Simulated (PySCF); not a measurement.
A structure optimised at TPSSh-D3(BJ)/def2-TZVP, used in a PySCF frequency run:

```xyz
3

Ge     0.3380    -0.9581     0.0000
O     -0.9170    -2.0499     0.0000
Br    -0.0994     1.3445     0.0000
```
Charge 0, spin multiplicity 2.

Write its SMILES, formula and point group.

[O]=[Ge][Br], BrGeO, Cs

What are its rotational constants (standard atomic weights)?

22.513, 1.8162, 1.6806 GHz
